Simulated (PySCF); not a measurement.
Two-component Hartree-Fock for Ni²⁺ (nickel, charge +2)

Start: [Ar] 3d7 4s1; 3d3/2 filled at m_j = +1/2, +3/2; 3d5/2 filled at m_j = -3/2, -1/2, +1/2, +3/2, +5/2; 4s1/2 filled at m_j = +1/2. Calculated with PySCF 2.14 in x2c-SVPall-2c with one added diffuse shell each of s, d type (6s5p4d1f, 48 functions): generalised Hartree-Fock with the X2C-1e Hamiltonian and a Gaussian nucleus; one run each with spin-orbit coupling (SO) switched off, then screened by Boettger's factors. This is a chosen level, not necessarily the ground level.

```tsv
spinor shell	electrons	ε, spin-free (eV)	ε, screened SO (eV)	weight of nominal j (screened SO)	rms radius, screened SO (bohr)
1s1/2	2	-8430.0	-8429.9	1.000	0.0625
2s1/2	2	-1080.8	-1080.7	1.000	0.265
2p1/2	2	-930.37	-942.91	0.996	0.236
2p3/2	4	-930.37	-924.18	0.998	0.239
3s1/2	2	-164.44	-164.42	1.000	0.793
3p1/2	2	-117.81	-123.68	0.647	0.841
3d5/2	5	-47.878	-49.088	0.578	0.995
3d3/2	2	-47.878	-44.875	0.676	1.02
4s1/2	1	-27.266	-27.265	1.000	2.64
```

Question: Where does 3p3/2 lie, and what is the 3p spin-orbit splitting (screened SO)?

Answer: At -114.87 eV, 8.811 eV above 3p1/2.

```
   quantity    spin-free  screened SO
E (hartree)  -1517.78004  -1517.81043
        M_J            5            5
       ⟨J²⟩       30.004       30.004
       ⟨L²⟩       12.003       12.024
       ⟨S²⟩        6.001        5.992
```

Each row is a mean over spinors that exchange with the open shell spreads, by up to 13.321 eV (3p3/2).

Rows whose weight is well below 1 are mixtures of j = l ± 1/2: exchange outweighs spin-orbit coupling there, and the label is only the starting occupation.

Without spin-orbit coupling the j labels of p, d and f shells carry no meaning; the spin-free column gives the mean over the occupied spinors of each nl shell.
